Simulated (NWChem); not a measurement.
C$_{3}$H$_{3}$BF$_{2}$; SMILES FB(C=C=C)F

```xyz
9

C      0.2432     2.6850     0.0000
C     -0.3241     1.5012     0.0000
C     -0.8706     0.2935     0.0000
B     -0.0039    -0.9922     0.0000
F     -0.5757    -2.1986     0.0000
F      1.3281    -0.9547     0.0000
H      0.4915     3.1993     0.9438
H      0.4915     3.1993    -0.9438
H     -1.9734     0.2085     0.0000
```
Atoms are numbered in this order, from 1.

Level: PBE-D3(BJ)/def2-SVP (NWChem), optimised geometry, unscaled harmonic frequencies. 

```
frequency (cm⁻¹)  IR intensity (km/mol)
----------------  ---------------------
71                                  0.0
112                                 0.4
329                                 2.6
348                                 2.7
404                                 2.9
419                                 3.8
566                                20.1
675                                40.2
787                                42.4
797                                16.3
861                                23.3
931                                 1.4
1047                                1.2
1178                               88.3
1325                              269.6
1377                              198.1
1412                              220.5
2005                              226.4
3067                                2.9
3072                                1.9
3154                                1.7
```

| Item | Value |
|---|---|
| zero-point energy | 34.2 kcal/mol |
| thermal correction to the enthalpy at 298.15 K (with zero-point energy) | 38.8 kcal/mol |
| heat capacity Cv | 21.2 cal/(mol K) |
| entropy at 298.15 K and 1 atm (symmetry number 1) | 79.5 cal/(mol K) |
| dipole moment | 2.03 D |

Rigid rotor and harmonic oscillator; modes under 100 cm⁻¹ make the entropy uncertain.
